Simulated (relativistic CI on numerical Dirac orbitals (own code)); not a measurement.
Radial Dirac CI calculation of Tb²⁺.

Command:

```sh
python run_levels.py task.json out
```

Input:

```
atom Tb  Z=65  charge=2  electrons=63
nucleus A=159  rms_radius_fm=5.0600
hamiltonian dirac-coulomb  breit=on  qed=on  c_scale=2
orbitals kli  potential=per-configuration
slater_scale 1
correlation none
mixing on
grid step=0.0125 r_max=67.1
scf mixing=0.4 start=green max_iterations=150 tolerance=2e-08 node_fill=0.05
configurations
  [Xe] 4f9
end
```

Output:

```
SCF 1: [Xe] 4f9
 iter      energy (Ha)   residual   last orbital (Ha)
    1    -11318.767057   2.42e+00     -2.79786
    2    -11336.156525   4.55e-01     -1.84826
    3    -11336.736242   1.87e-01     -1.70493
    4    -11336.885928   9.90e-02     -1.70788
    5    -11336.904603   8.73e-03     -1.68724
    6    -11336.903522   6.90e-03     -1.70340
    7    -11336.902040   1.55e-04     -1.70365
    8    -11336.901986   2.49e-04     -1.70370
    9    -11336.902047   5.23e-06     -1.70362
   10    -11336.902045   1.28e-06     -1.70363
   11    -11336.902045   2.37e-07     -1.70363
   12    -11336.902045   1.79e-08     -1.70363
orbital energies (Ha): 4p3/2 -10.6683  4d3/2 -6.3500  4d5/2 -6.2944  5s -2.3876  5p1/2 -1.7383  5p3/2 -1.7036  4f5/2 -1.0680  4f7/2 -1.0602
configuration averages (Ha): Dirac-Coulomb, Breit, QED
  4f9                         -11336.902045    2.603552    4.746557
levels: no., configuration, term, J, E (cm-1), weight
   1 4f9                    6H*  15/2             0.0  1.00
   2 4f9                    6H*  13/2           683.3  1.00
   3 4f9                    6H*  11/2          1251.8  1.00
   4 4f9                    6H*  9/2           1717.7  1.00
   5 4f9                    6H*  7/2           2089.5  1.00
   6 4f9                    6H*  5/2           2373.2  1.00
   7 4f9                    6F*  11/2          7300.4  1.00
   8 4f9                    6F*  9/2           7742.1  1.00
   9 4f9                    6F*  7/2           8121.8  1.00
  10 4f9                    6F*  5/2           8423.3  1.00
  11 4f9                    6F*  3/2           8640.0  1.00
  12 4f9                    6F*  1/2           8770.3  1.00
  13 4f9                    4F*  9/2          22375.1  0.88
  14 4f9                    4I*  15/2         22788.1  0.96
lowest total energy -11329.811524 Ha
end: converged
```

Against the reference input this run has: speed of light × 2. The reference run ends at -11693.922104 Ha with Breit and QED terms. With a changed speed of light or nuclear radius the levels are not those of the real ion, and the QED model is not rescaled.

With so few configurations and no correlation, terms lie too far apart (by 10 to 50 % or more near neutrality), their order can be wrong, and levels of other configurations are missing. Terms and fine structure of an open d or f shell near neutrality can be off by tens of per cent either way.

Run time about 0.15 s of CPU on one thread of Neoverse-V1 (shared host).
